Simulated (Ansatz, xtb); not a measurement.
**Isomers of BrGeHNO− in order of energy**

4 gas-phase structures of BrGeHNO−, found in a search over its isomers (lower ones may exist). Each was relaxed with GFN2-xTB; where two conformers were screened, the lower at r2SCAN-D4/def2-SVPD is listed:

A. `[H]/[N]=[Ge](\[O-])[Br]`, a singlet
B. `[N-]=[Ge]([OH])[Br]`, a singlet
C. `[Br][Ge-]1[NH][O]1`, a singlet
D. `[O-]/[NH+]=[Ge-]\[Br]`, a singlet

Which do you expect lowest at r2SCAN-D4/def2-SVPD, and how would the others follow?

Calculated order at r2SCAN-D4/def2-SVPD: A (0.0), C (17.6), D (26.0), B (29.2) kcal/mol.

Energies above the lowest of each column, in kcal/mol; the last columns are at B3LYP-D3(BJ)/def2-SVPD geometries and were run for some of them only (a dash: not run or not comparable):

```tsv
structure	GFN2-xTB	HF/STO-3G	r2SCAN-D4/def2-SVPD	B3LYP-D3(BJ)/def2-SVPD	CCSD(T)/def2-SVPD + ΔMP2/def2-TZVPPD
A	0.0	45.2	0.0	0.0	0.0
C	7.8	0.0	17.6	15.6	20.9
D	37.8	51.5	26.0	–	–
B	32.9	60.9	29.2	–	–
```

CCSD(T)/def2-SVPD + ΔMP2/def2-TZVPPD puts A lowest of those it was run on; HF/STO-3G picks C. Flexible structures stand in one conformer each, not always the lowest. Frequencies (B3LYP-D3(BJ)/def2-SVPD) were run for A, C alone. ΔMP2 is the change of the MP2 energy from the smaller to the larger basis.

Over these structures GFN2-xTB departs from r2SCAN-D4/def2-SVPD by 6.3 kcal/mol on average once a common shift is removed. A GFN2-xTB relaxation took about 0.068 s and the r2SCAN-D4/def2-SVPD energy about 2.1 s on a shared host (Ansatz 0.2.0, xtb 6.7.1).
